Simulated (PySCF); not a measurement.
# How methods differ on the ionisation energy of Sr³¹⁺

Sr³¹⁺ [He] 2s2 2p3 (4S) → Sr³²⁺ [He] 2s2 2p2 (3P), as a difference of total energies. Calculation: PySCF 2.14, in an uncontracted even-tempered set (17 s from 11 bohr⁻², ratio 2.2; 10 p from 14 bohr⁻², ratio 2.2; 6 d from 55 bohr⁻², ratio 2.4; 5 f from 82 bohr⁻², ratio 2.4; 4 g from 120 bohr⁻², ratio 2.4); the non-relativistic Hamiltonian (point nucleus). Correlated levels: nothing frozen; virtual orbitals above 40 to 60 times the deepest correlated orbital energy dropped. The calculations carry no spin-orbit coupling.

```csv
method,ionisation energy (eV)
UHF,3834.9
LDA,3832.0
PBE,3832.4
PBE0,3833.4
r2SCAN,3835.5
B2PLYP,3834.1
MP2 (all electrons),3834.5
```

Q: Estimate what SCS-MP2 (all electrons) gives.

A: 3833.9 eV, closest to B2PLYP among the rows shown.

Q: Estimate what BP86 gives.

A: 3833.0 eV, closest to PBE0 among the rows shown.

Spin-orbit coupling is strong in these open shells (close to jj coupling). The scalar numbers leave it out and a first-order estimate fails, so it can dominate the gap to the real levels.

All relativistic terms are absent from these numbers, so their closeness to the reference says little about the methods.

For comparison: 3830 ± 30 eV (semi-empirical (NIST evaluation); NIST Atomic Spectra Database, ionization energies).
